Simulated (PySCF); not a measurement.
# Calculated NMR parameters of C=C1C[SiH2]O[SiH2][SiH2]1

```yaml
Formula: C3H10OSi3
SMILES: C=C1C[SiH2]O[SiH2][SiH2]1
InChI: InChI=1S/C3H10OSi3/c1-3-2-5-4-7-6-3/h1-2,5-7H2
Point_group_of_the_computed_structure: C1
Degrees_of_unsaturation: 2
Carbon_signals: 3
Proton_signals: 6
```

Numbering as in the mapped SMILES `[CH2:1]=[C:2]1[CH2:3][SiH2:4][O:5][SiH2:6][SiH2:7]1`. Each H is labelled by its parent atom. Ha(C1) is cis to C3; Hb(C1) is trans to C3.

All values are calculated (PySCF 2.14): GFN2-xTB geometry, NMR shieldings at PBE0/pcSseg-1/GIAO. Non-relativistic, in vacuum, fast rotation and ring inversion assumed for equivalent nuclei, single conformer.

References, each an isolated molecule treated in the same way: 1H and 13C and 29Si against TMS; 17O vs H2O.

| carbon | δC, type | δH (multiplicity) | HMBC from (2–3 bonds) | span of the C tensor (ppm) |
| --- | --- | --- | --- | --- |
| C1 | 134.4, CH2 | Hb(C1) 5.89 (br s); Ha(C1) 6.08 (br s) | H(Si7), H(C3) | 202 |
| C2 | 147.2, C | – | Ha(C1), Hb(C1), H(Si6), H(Si4), H(Si7), H(C3) | 251 |
| C3 | 32.1, CH2 | 1.99 (m) | Ha(C1), Hb(C1), H(Si4), H(Si7) | 40 |

Other nuclei:
```csv
atoms,nucleus,environment,δ (ppm),σ (ppm)
H(Si6),1H,"hydrogen on a silicon bonded to O, Si, in a 6-membered ring",5.69,26.03
H(Si4),1H,"hydrogen on a silicon bonded to C, O, in a 6-membered ring",5.11,26.61
H(Si7),1H,"hydrogen on a silicon bonded to C, Si, in a 6-membered ring",4.29,27.43
Si4,29Si,"silicon bonded to C, O, 2 H, in a 6-membered ring",-17.0,366.1
Si6,29Si,"silicon bonded to O, Si, 2 H, in a 6-membered ring",-23.6,372.7
Si7,29Si,"silicon bonded to C, Si, 2 H, in a 6-membered ring",-75.2,424.3
O5,17O,"oxygen bonded to 2 Si, in a 6-membered ring",5.9,330.2
```

- Carbon types of the structure: 1 × C, 2 × CH2, leaving 6 H on heteroatoms.
- δC 147.2: fully substituted alkene carbon; the olefinic region.
- δC 134.4: terminal =CH2 carbon; an sp2 carbon of a C=C bond.
- δH 6.08, 5.89: hydrogen on a terminal =CH2 carbon; attached to an sp2 carbon and in the plane of the double bond.
- δH 4.29: hydrogen on a silicon bonded to C, Si, in a 6-membered ring.
- δH 1.99: hydrogen on an allylic sp3 CH2 bonded to Si; allylic position.

Shifts are as computed. Against solution values, carbons near 30 ppm lie about +3 ppm off and those near 130 ppm about +5 ppm. Of 1309 compounds with measured shifts, 239 miss one by over three times the rms of a fit or turn the order of signals round; such compounds aren't used in these exercises. Experimental scales use liquid or dissolved standards, which lie at an offset from isolated H2O (liquid H2O: subtract about 36 ppm). Multiplicities follow the n + 1 count of equivalent neighbours, as no J values were calculated; m marks all less simple cases, F and P coupling included.
